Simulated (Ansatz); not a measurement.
CH6Cl2GeSi (`[CH3][Ge]([SiH3])([Cl])[Cl]`) at its PBE0-D4/def2-TZVP geometry, where that method's forces vanish. Total charge 0; spin multiplicity 1.

```xyz
11

C     1.5491   -0.3587   -0.9965
Ge    0.2951   -0.3656    0.4819
Si   -1.7884    0.7814    0.3204
Cl   -0.1460   -2.4354    0.9343
Cl    1.3347    0.4332    2.2037
H     1.0844   -0.8089   -1.8744
H     2.4282   -0.9376   -0.7132
H     1.8457    0.6663   -1.2218
H    -1.5251    2.2231    0.0805
H    -2.5153    0.5890    1.5975
H    -2.5624    0.2131   -0.8125
```

(1) What forces (eV/Å) does ωB97M-V/def2-TZVPP give on these atoms in the Gaussian-basis code of Ansatz? (Estimate.)

## Answers

(1) Computed: 
```
C1   0.006 -0.006  0.006
Ge2 -0.090  0.079 -0.073
Si3 -0.064  0.034 -0.002
Cl4  0.007 -0.012  0.007
Cl5  0.011 -0.005  0.011
H6   0.043  0.033  0.057
H7  -0.060  0.043 -0.028
H8  -0.014 -0.077  0.009
H9  -0.027 -0.172  0.029
H10  0.092  0.019 -0.150
H11  0.095  0.065  0.134
```
